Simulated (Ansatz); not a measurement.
A nudged elastic band was laid between two geometries of BrH + FH3Si (7 atoms, charge 0, multiplicity 1).

These are results of RKS B3LYP-D4/def2-SVPD in Ansatz, not measurements.

| Quantity | Value |
| --- | --- |
| movable images | 6 |
| climbing image | no |
| spring | 5.0 eV/Å² |
| optimiser | quadratic models (default) |
| start path | through a guess of the saddle point |
| force threshold | 0.05 eV/Å |
| iteration limit | 60 |
| end points | relaxed |

Initial state:

```xyz
7
Properties=species:S:1:pos:R:3
Si 0.480 -0.165 -0.074
H 0.971 -0.653 1.238
H 1.567 0.454 -0.872
F -0.630 1.029 0.236
H -0.223 -1.228 -0.832
Br -3.332 0.015 2.060
H -2.306 0.665 1.294
```

Final state:

```xyz
7
Properties=species:S:1:pos:R:3
Si -0.638 0.403 -0.361
H 0.566 -1.221 2.235
H 0.530 1.042 0.282
F -0.828 1.084 -1.837
H -0.516 -1.058 -0.553
Br -2.468 0.837 0.841
H -0.119 -0.970 2.443
```

Question: Which bonds break or form, and what moves?

Answer: Bonds broken: Si1–H2, Br6–H7. Bonds formed: Si1–Br6, H2–H7. BrH + FH3Si becomes BrFH2Si + H2.

Question: Give the energies along the band, and the barrier.

Answer: The forces met the threshold. The highest image is number 5 of 0 to 7, 82.7 kJ/mol above the first end and 132.6 kJ/mol above the last; the last end lies 49.9 kJ/mol below the first. Neighbouring images differ by up to 1.2 eV, so the band resolves the path poorly. No image climbed, so the highest image needn't sit at the top of the path. A band with more images between the same ends climbed to 1.69 eV, so this one has probably stepped over the top. The orbitals stay closed-shell, which can raise the energy where a bond breaks towards radicals; this wasn't checked here.

```json
{"image": "0", "path coordinate (Å)": "0.00", "energy (kJ/mol)": "0.0", "Si1–H2 (Å)": "1.48", "Br6–H7 (Å)": "1.44", "Si1–Br6 (Å)": "4.37"}
{"image": "1", "path coordinate (Å)": "1.21", "energy (kJ/mol)": "0.1", "Si1–H2 (Å)": "1.48", "Br6–H7 (Å)": "1.44", "Si1–Br6 (Å)": "4.47"}
{"image": "2", "path coordinate (Å)": "2.43", "energy (kJ/mol)": "4.8", "Si1–H2 (Å)": "1.48", "Br6–H7 (Å)": "1.43", "Si1–Br6 (Å)": "4.33"}
{"image": "3", "path coordinate (Å)": "3.63", "energy (kJ/mol)": "11.3", "Si1–H2 (Å)": "1.49", "Br6–H7 (Å)": "1.43", "Si1–Br6 (Å)": "4.18"}
{"image": "4", "path coordinate (Å)": "4.84", "energy (kJ/mol)": "69.8", "Si1–H2 (Å)": "1.54", "Br6–H7 (Å)": "1.48", "Si1–Br6 (Å)": "3.07"}
{"image": "5", "path coordinate (Å)": "6.04", "energy (kJ/mol)": "82.7", "Si1–H2 (Å)": "2.16", "Br6–H7 (Å)": "2.20", "Si1–Br6 (Å)": "2.40"}
{"image": "6", "path coordinate (Å)": "7.25", "energy (kJ/mol)": "-37.8", "Si1–H2 (Å)": "2.99", "Br6–H7 (Å)": "2.75", "Si1–Br6 (Å)": "2.24"}
{"image": "7", "path coordinate (Å)": "8.46", "energy (kJ/mol)": "-49.9", "Si1–H2 (Å)": "3.29", "Br6–H7 (Å)": "3.37", "Si1–Br6 (Å)": "2.23"}
```

Question: What is the geometry of the highest image?

Answer: 
```xyz
7
Properties=species:S:1:pos:R:3:forces:R:3
Si -0.306 0.284 -0.077 -0.43 0.58 0.10
H -0.399 -1.292 1.400 0.03 -0.48 0.63
H 0.863 1.136 0.216 0.06 0.19 -0.09
F -1.276 0.679 -1.327 0.10 0.30 -0.44
H 0.256 -1.016 -0.612 -0.55 0.13 0.63
Br -1.776 1.148 1.606 0.19 0.17 -0.69
H -0.836 -0.822 1.844 0.60 -0.89 -0.13
```

The band took 53 iterations and roughly 27 core-minutes.

Time of the run: 7.4 min on 4 threads of Arm Neoverse V2, with other jobs on the host, peak memory 0.3 GiB.
